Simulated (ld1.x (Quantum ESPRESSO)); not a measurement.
# Before and after: TM potential for Pt (Z = 78)

```json
{
 "Element": "Pt",
 "Generator": "ld1.x (Quantum ESPRESSO) 7.5",
 "Type": "norm-conserving Troullier–Martins (Kleinman–Bylander form)",
 "Functional": "BLYP",
 "Relativity": "scalar-relativistic",
 "Frozen core": "[Kr] 4d10 4f14 5s2",
 "Valence charge": "16",
 "Reference configuration": "5p6 5d9 6s1 6p0",
 "Partial waves": "6s (bound): rc 1.80 bohr; 5p (bound): rc 1.80 bohr; 5d (bound): rc 1.80 bohr; 5f channel at 0.3 Ry: rc 1.35 bohr",
 "Local potential": "all-electron potential smoothed inside 1.35 bohr (lloc = -1)",
 "Core correction": "none"
}
```

All-electron outer shells of the reference configuration (BLYP, scalar-relativistic, ld1.x):

```csv
shell,level (eV),outermost node (bohr),outermost maximum (bohr)
5s,-101.80,0.49,0.87
4f,-69.97,–,0.38
5p,-55.93,0.53,0.98
5d,-6.03,0.57,1.26
6s,-5.66,1.14,2.38
6p,-0.88,1.36,3.74
```

Change: functional PBEsol.

Cutoffs: the cutoffs (Ry, on a coarse ladder) from which the occupation-weighted sum of valence levels, in a spherical-Bessel basis at the reference potential, stays within 10 and 1 mRy of its value at 400 Ry; they do not see the model core or the augmentation charge, which bear on the density cutoff. Errors are all-electron minus pseudo energies relative to the spin-unpolarised reference configuration.

What does the change do?

The potential gets neither clearly harder nor softer (45 Ry and 70 Ry → 45 Ry and 70 Ry); both files keep a bound ghost (f, s); the number of tests that count goes from 6 to 7; of the 6 tests that both files solve, the error grows in 1 and shrinks in 2 by more than 15 % and 0.3 meV (median size 37.9 → 7.9 meV).

```csv
quantity,base,changed
"cutoff, loose",45 Ry,45 Ry
"cutoff, tight",70 Ry,70 Ry
bound ghosts,"f, s","f, s"
"tests counted (converged, no solver errors)",6 of 7,7 of 7
"error for 5p6 5d9 6s0 6p0, meV [ΔE 9.24 → 9.23 eV]",-7.5,-7.7
"error for 5p6 5d8 6s0 6p0, meV [ΔE 29.12 → 29.22 eV]",+1.2,-3.3
"error for 5p6 5d7 6s0 6p0, meV [ΔE 61.23 → 61.47 eV]",+21,+2.8
"error for 5p6 5d6 6s0 6p0, meV [ΔE 106.75 → 107.15 eV]",+55,+8.0
"error for 5p5 5d9 6s1 6p0, meV [ΔE 62.05 → 62.18 eV]",-124,-127
"error for 5p6 5d9 6s0 6p1, meV [ΔE 5.03 → 5.13 eV]",+82,+84
s: phases at 1.94 bohr within 0.05 rad from the reference energy up to (Ry; the scan ends near 5),0.4,0.4
p: phases at 1.94 bohr within 0.05 rad from the reference energy up to (Ry; the scan ends near 5),0.8,0.8
d: phases at 1.94 bohr within 0.05 rad from the reference energy up to (Ry; the scan ends near 5),to the end of the scan,to the end of the scan
f: phases at 1.94 bohr within 0.05 rad from the reference energy up to (Ry; the scan ends near 5),2.5,2.5
```

Base: Tests not counted: 5p6 5d9.5 6s0.5 6p0 (pseudo-atom not self-consistent, printed error -3.1 meV). ld1.x printed “convergence not achieved” for 1 of the counted tests; its residual had stalled under 1e-8, short of the target of 1e-14. Changed file: ld1.x printed “convergence not achieved” for 2 of the counted tests; their residual had stalled under 1e-8, short of the target of 1e-14. A true bound ghost makes a file unfit for plane-wave use even where its test errors are small: the radial tests pick states by their node count and pass the ghost by.
